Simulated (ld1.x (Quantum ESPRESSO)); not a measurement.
niobium (Nb), TM: configuration errors across variants

* Element: Nb (Z = 41)
* Generator: ld1.x (Quantum ESPRESSO) 7.5
* Type: norm-conserving Troullier–Martins (Kleinman–Bylander form)
* Functional: PBE
* Relativity: fully relativistic
* Frozen core: [Kr]
* Valence charge: 5
* Reference configuration: 4d4 5s1 5p0
* Partial waves: 5p (bound, empty): rc 1.35 bohr; 4d (bound): rc 2.55 bohr; 5s (bound): rc 2.55 bohr
* Local potential: the s channel
* Core correction: none

Open shells are filled in proportion to 2j + 1 (rel_dist='average').

All-electron excitation energies from the reference (eV): (1) 4d4 5s0 5p0 6.638; (2) 4d3 5s0 5p0 20.677; (3) 4d2 5s0 5p0 45.398; (4) 4d3 5s1 5p0 7.017; (5) 4d4 5s0.5 5p0 2.639; (6) 4d1 5s0 5p0 82.299.

For the base: The 5p radius (1.35 bohr) lies inside the outermost node of the all-electron wave (1.63 bohr), which a nodeless pseudo-wave cannot match soundly.

Tests that are not counted but printed errors over 1 eV. “base”: 4d4 5s0 5p1 (solver errors, printed error -1.9 eV). “all radii scaled by about 0.75 (s 1.92, p 1.02, d 1.92 bohr)”: 4d4 5s0 5p1 (solver errors, printed error -1.8 eV). “all radii scaled by about 0.84 (s 2.14, p 1.14, d 2.14 bohr)”: 4d4 5s0 5p1 (solver errors, printed error -1.9 eV). “all radii scaled by about 1.07 (s 2.74, p 1.44, d 2.74 bohr)”: 4d4 5s0 5p1 (solver errors, printed error -1.9 eV).

A true bound ghost makes a file unfit for plane-wave use even where its test errors are small: the radial tests pick states by their node count and pass the ghost by. Where a test does run into it, the solver fails or the error is huge.

Errors AE − PS in meV (a dash: test not solved or not reliable):

```tsv
change	(1)	(2)	(3)	(4)	(5)	(6)	bound ghosts
base	+27	+33	-23	-31	+3.9	+214	p3/2, p1/2
all radii scaled by about 0.75 (s 1.92, p 1.02, d 1.92 bohr)	+86	+83	-29	+931	+25	-12	p3/2, p1/2
all radii scaled by about 0.84 (s 2.14, p 1.14, d 2.14 bohr)	+30	+35	-56	+30	+5.2	+27	p3/2, p1/2
all radii scaled by about 1.07 (s 2.74, p 1.44, d 2.74 bohr)	+27	+32	+7.8	-32	+3.9	+350	p3/2, p1/2
all radii scaled by about 1.30 (s 3.30, p 1.76, d 3.30 bohr)	+30	+26	+130	-7.6	+5.1	+894	p1/2, p3/2
all radii scaled by about 1.38 (s 3.52, p 1.86, d 3.52 bohr)	+29	+16	+209	+15	+5.6	+1255	p3/2, p1/2
```

Give the same row for: all radii scaled by about 1.15 (s 2.94, p 1.56, d 2.94 bohr).

+28, +32, +51, -26, +4.3, +540; bound ghosts: p3/2, p1/2. Not counted: 4d4 5s0 5p1 (solver errors, printed error -104 eV).
